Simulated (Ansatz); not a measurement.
**Question.** Predict a relaxed structure of Ag₃H₄⁻, charge -1, singlet, at r2SCAN-D4/def2-TZVPD (Ansatz).

**Answer.** 
Cartesian coordinates in Å:
```
Ag -0.248 -2.284 -1.588
Ag 0.300 2.276 1.592
Ag -0.107 0.018 -0.008
H -0.156 0.564 1.629
H 0.693 3.866 1.769
H -0.384 -3.919 -1.747
H -0.099 -0.521 -1.647
```
 This is one stationary point.

In the def2 sets Ag takes a core potential; there is no spin–orbit coupling. The structure comes from a short search, and lower isomers may exist.
